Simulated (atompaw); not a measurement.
O (Z = 8): PAW (atompaw) pseudisation with PBE, scalar-relativistic reference atom.

| Property | Result |
| --- | --- |
| Element | O (Z = 8) |
| Generator | atompaw 4.2.0.5 |
| Type | PAW |
| Functional | PBE |
| Relativity | scalar-relativistic |
| Frozen core | [He] |
| Valence charge | 6 |
| Reference configuration | 2s2 2p2 (charge +2) |
| Partial waves | 2s (bound): rc 1.85 bohr; 2s channel at -3.5 Ry: rc 1.85 bohr; 2p (bound): rc 1.85 bohr; 2p channel at -2.25 Ry: rc 1.85 bohr; 3d channel at 0.45 Ry: rc 1.85 bohr |
| Local potential | ultrasoft scheme with l = 3 at 0 Ry, radius 1.45 bohr |
| Core correction | smooth core density matched at 1.55 bohr |
| Augmentation charge | sinc compensation charge, radius 1.80 bohr; PAW radius 1.85 bohr; waves and projectors: custom rrkj vanderbiltortho |

- Cutoffs needed: 21 Ry and 30 Ry (the cutoffs (Ry, on a coarse ladder) from which the occupation-weighted sum of valence levels, in a spherical-Bessel basis at the reference potential, stays within 10 and 1 mRy of its value at 400 Ry)
- Ghost test: no extra level below or beside the all-electron valence levels (s, p, d, f tested) (spherical-Bessel basis up to 400 Ry, 20 bohr box)
- Lowest eigenvalue of the overlap operator: 0.01 (s channel)
- Overlap eigenvalues printed by atompaw (projector basis): 0.000849, 0.0713, 10.3, 20.6, 26.1
- Share of each valence orbital outside the PAW sphere: 2s 5 %, 2p 6 %
